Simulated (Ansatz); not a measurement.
`[OH][Ge]([SiH3])([Cl])[Cl]` + `ClBCl` → `[SiH3]B(Cl)Cl` + `[OH][GeH]([Cl])[Cl]`  (formal exchange of groups at the Si–Ge bond)

Program: Ansatz. Geometries: PBE0-D4/def2-TZVP. ΔE: electronic, gas phase. CCSD(T)/CBS is the MP2 limit (def2-TZVPP, def2-QZVPP) plus CCSD(T) − MP2 in def2-TZVPP, frozen cores. This one scheme is used for every species. Functionals use def2-TZVPP. For Ge outer-core shells are correlated without core-valence functions, which leaves a few kJ/mol of doubt a bond. Scalar relativity is left out up to krypton. Each species was taken in one conformer, which may not be the lowest.

```tsv
level	ΔE (kcal/mol)	difference from CCSD(T)/CBS
r2SCANh-D4	10.0	0.0
ωB97M-V	10.2	0.2
BLYP	10.8	0.8
BHLYP	10.5	0.5
LC-ωPBE	9.1	-0.9
CCSD(T)/def2-SVP	8.2	-1.8
CCSD/def2-TZVPP	9.9	-0.1
CCSD(T)/def2-TZVPP	9.8	-0.2
MP2/def2-QZVPP	10.5	0.5
SCS-MP2/def2-QZVPP	10.2	0.2
CCSD(T)/CBS	10.0	0
```

Largest T1 diagnostic among the species: 0.013.

At CCSD(T), def2-SVP lies −1.8 kcal/mol from the extrapolated value and def2-TZVPP −0.2 kcal/mol. Leaving LDA and LC-ωPBE aside and taking each functional with its dispersion term where it has one, the values, not all of them listed here, spread over 2.7 kcal/mol, from B97M-V to BLYP-D4. LDA lies −1.0 kcal/mol from PBE without D4.

CCSD(T)/CBS has its own doubt, a few kJ/mol and more with outer-core shells, so smaller differences from it don't rank the levels.
